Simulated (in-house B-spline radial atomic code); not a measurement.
Configurations of Mn6+, with energies counted from [Ar] 3d1. Method: scalar-relativistic (X2C) r2SCAN0, spin-polarised, spherical fractional occupations, exact exchange averaged over the configuration, Fermi nucleus of rms radius 3.7057 fm. Calculated with a radial B-spline atomic code at the basis-set limit. Shells without spins written out take the highest spin.

Occupations are held fixed; configurations that lie above the ionisation limit could autoionise.

| configuration | E - E(ref) (eV) | highest orbital | its <r> (bohr) |
| --- | --- | --- | --- |
| [Ar] 4p1 | 49.915 | 4p up | 1.987 |
| [Ar] 4d1 | 64.773 | 4d up | 2.245 |
| [Ne] 3s2 3p5 3d1 4s1 | 89.556 | 4s up | 1.839 |
| [Ne] 3s2 3p5 3d1 4f1 | 126.03 | 4f up | 2.374 |

(1) Order these further configurations by energy, lowest first.
A. [Ne] 3s2 3p5 3d2
B. [Ar] 4s1
C. [Ar] 4f1
D. [Ne] 3s2 3p5 3d1 4p1

Answers

(1) B (39.759 eV), A (48.433 eV), C (76.078 eV), D (99.757 eV).
